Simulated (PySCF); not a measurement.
Cl2FH3Si2, SMILES F[SiH2][SiH](Cl)Cl. The structure is a stationary point at B3LYP-D3(BJ)/def2-SVP. This is a generated structure with no PubChem entry under its InChIKey; it may be hypothetical. The values are those of a single conformer.

Computed equilibrium geometry at B3LYP-D3(BJ)/def2-SVP (PySCF confirms it by a frequency run) as a Z-matrix (one conformer of several):
```
Si
H 1 1.4837
Cl 1 2.0746 2 108.00
Cl 1 2.0815 2 108.16 3 119.07
Si 1 2.3411 2 116.85 3 -123.32
F 5 1.6325 1 109.41 2 59.44
H 5 1.4869 6 109.03 1 -118.74
H 5 1.4881 7 110.70 6 119.29
```
Charge 0, spin multiplicity 1.
